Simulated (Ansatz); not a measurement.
`C[SiH](F)O[SiH2]O` + H₂S → `C[SiH](F)S` + `O[SiH2]O`  (ligand exchange at the Si–O bond)

Program: Ansatz. Geometries: PBE0-D4/def2-TZVP. ΔE: electronic, gas phase. CBS: MP2 limit from def2 TZ/QZ plus the TZ coupled-cluster correction, frozen cores. This one scheme is used for every species. DFT in def2-TZVPP. B3LYP here is the variant with VWN-RPA as its local correlation; programs differ in this. Each species was taken in one conformer, which may not be the lowest.

| level | ΔE (kJ/mol) | difference from CCSD(T)/CBS |
| --- | --- | --- |
| PBE-D4 | 51.1 | -16.6 |
| r2SCAN-D4 | 63.8 | -3.9 |
| PBE0-D4 | 57.7 | -10.0 |
| B3LYP-D4 | 70.8 | 3.1 |
| ωB97X-V | 67.0 | -0.7 |
| ωB97M-V | 67.0 | -0.7 |
| B2PLYP | 68.0 | 0.3 |
| PBE | 48.0 | -19.7 |
| r2SCAN | 62.5 | -5.2 |
| PBE0 | 54.6 | -13.1 |
| B3LYP | 66.3 | -1.4 |
| HF/def2-TZVPP | 85.2 | 17.5 |
| MP2/def2-TZVPP | 66.5 | -1.2 |
| SCS-MP2/def2-TZVPP | 71.5 | 3.8 |
| CCSD/def2-TZVPP | 73.6 | 5.9 |
| CCSD(T)/def2-TZVPP | 70.4 | 2.7 |
| HF/def2-QZVPP | 87.2 | 19.5 |
| MP2/def2-QZVPP | 65.7 | -2.0 |
| SCS-MP2/def2-QZVPP | 70.5 | 2.8 |
| HF/CBS(def2) | 87.5 | 19.8 |
| MP2/CBS(def2) | 63.8 | -3.9 |
| CCSD/CBS(def2) | 70.9 | 3.2 |
| CCSD(T)/CBS | 67.7 | 0 |

Largest T1 diagnostic among the species: 0.011.

From PBE to PBE0 (25 % exact exchange), in def2-TZVPP and without D4, ΔE moves by +6.7 kJ/mol. In def2-TZVPP, CCSD(T) changes the Hartree–Fock value by −14.8 kJ/mol (the triples alone add −3.2 kJ/mol) and MP2 by −18.7 kJ/mol.
